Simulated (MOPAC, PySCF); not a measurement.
C$_{4}$H$_{5}$BOS, SMILES `c1(c(occ1)B)S`, neutral singlet in the gas phase. 

Cartesian coordinates (Å):
SMILES: c1oc(B)c(c1)S
```xyz
12

B     -1.6332    -1.2188     0.0294
C     -0.3018    -0.5218     0.0140
O      0.8684    -1.2602     0.0394
C      1.8941    -0.4275     0.0188
C      1.4894     0.8813    -0.0204
C      0.0707     0.8278    -0.0236
S     -0.9403     2.2411    -0.0674
H     -1.6984    -2.4222     0.0637
H     -2.6477    -0.5588     0.0069
H      2.8869    -0.8746     0.0351
H      2.1238     1.7642    -0.0438
H     -2.1119     1.5694    -0.0522
```
Charge 0, multiplicity 1.

All levels are single points at this geometry (PBE0-D3(BJ)/def2-SVP); Pople sets use spherical d functions. Orbital energies aren't observables, and empty levels follow the basis.

```json
[
 {"level": "PBE-D3(BJ)/def2-TZVP in PySCF", "HOMO (eV)": "-5.72", "LUMO (eV)": "-2.83", "gap (eV)": "2.90", "dipole (D)": "2.04", "vertical IE, Delta-SCF (eV)": "8.49"},
 {"level": "PBE0-D3(BJ)/def2-TZVP in PySCF", "HOMO (eV)": "-6.72", "LUMO (eV)": "-2.02", "gap (eV)": "4.70", "dipole (D)": "1.88", "vertical IE, Delta-SCF (eV)": "8.57"},
 {"level": "B3LYP/3-21G in PySCF", "HOMO (eV)": "-6.49", "LUMO (eV)": "-1.94", "gap (eV)": "4.54", "dipole (D)": "1.73", "vertical IE, Delta-SCF (eV)": "–"},
 {"level": "BP86/6-31G* in PySCF", "HOMO (eV)": "-5.63", "LUMO (eV)": "-2.58", "gap (eV)": "3.05", "dipole (D)": "1.97", "vertical IE, Delta-SCF (eV)": "–"},
 {"level": "M06-2X/6-31G* in PySCF", "HOMO (eV)": "-7.60", "LUMO (eV)": "-0.86", "gap (eV)": "6.74", "dipole (D)": "1.59", "vertical IE, Delta-SCF (eV)": "–"},
 {"level": "AM1 in MOPAC", "HOMO (eV)": "-8.75", "LUMO (eV)": "-0.24", "gap (eV)": "8.51", "dipole (D)": "0.48", "vertical IE, Delta-SCF (eV)": "–"}
]
```
